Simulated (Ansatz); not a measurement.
`[F][Ga]([F])[F]` and `C[S][Ga]([F])[F]` differ in one atom or group.

Ansatz, PBE0-D4/def2-TZVP geometries, multiplicity 1. Each molecule was computed in one conformer, which needn't be the lowest.

Scalar relativity is left out up to krypton.

```json
{"property": "size of the dipole moment (ωB97M-V/def2-TZVPP) / D", "`[F][Ga]([F])[F]`": "0.00"}
{"property": "ideal-gas entropy at 298 K and 1 bar (rigid rotor, harmonic PBE0-D4/def2-TZVP) / J/(mol·K)", "`[F][Ga]([F])[F]`": "293"}
{"property": "HOMO–LUMO gap (ωB97M-V/def2-TZVPP) / eV", "`[F][Ga]([F])[F]`": "13.95"}
{"property": "LUMO energy (ωB97M-V/def2-TZVPP) / eV", "`[F][Ga]([F])[F]`": "-0.36"}
{"property": "HOMO–LUMO gap (PBE/def2-TZVPP) / eV", "`[F][Ga]([F])[F]`": "6.29"}
{"property": "HOMO energy (B3LYP/def2-TZVPP) / eV", "`[F][Ga]([F])[F]`": "-11.47"}
```

Give the same properties after the change, and the shifts. (An estimate is asked.)

Computed: 
```csv
property,`C[S][Ga]([F])[F]`,shift
size of the dipole moment (ωB97M-V/def2-TZVPP) / D,3.07,3.07
"ideal-gas entropy at 298 K and 1 bar (rigid rotor, harmonic PBE0-D4/def2-TZVP) / J/(mol·K)",382,89
HOMO–LUMO gap (ωB97M-V/def2-TZVPP) / eV,10.50,-3.45
LUMO energy (ωB97M-V/def2-TZVPP) / eV,0.44,0.80
HOMO–LUMO gap (PBE/def2-TZVPP) / eV,4.24,-2.05
HOMO energy (B3LYP/def2-TZVPP) / eV,-7.65,3.82
```

With PBE0 the HOMO rises by 3.89 eV and the LUMO rises by 0.89 eV, so the gap narrows by about 3.00 eV. PBE moves the HOMO by 3.02 eV and ωB97M-V by 4.25 eV. The zero-point energy changes by 97.2 kJ/mol with +12 modes. Modes under 60 cm⁻¹, often nearly free rotors, make the harmonic entropy too high.

B3LYP here is the variant with VWN-RPA as its local correlation; programs differ in this.
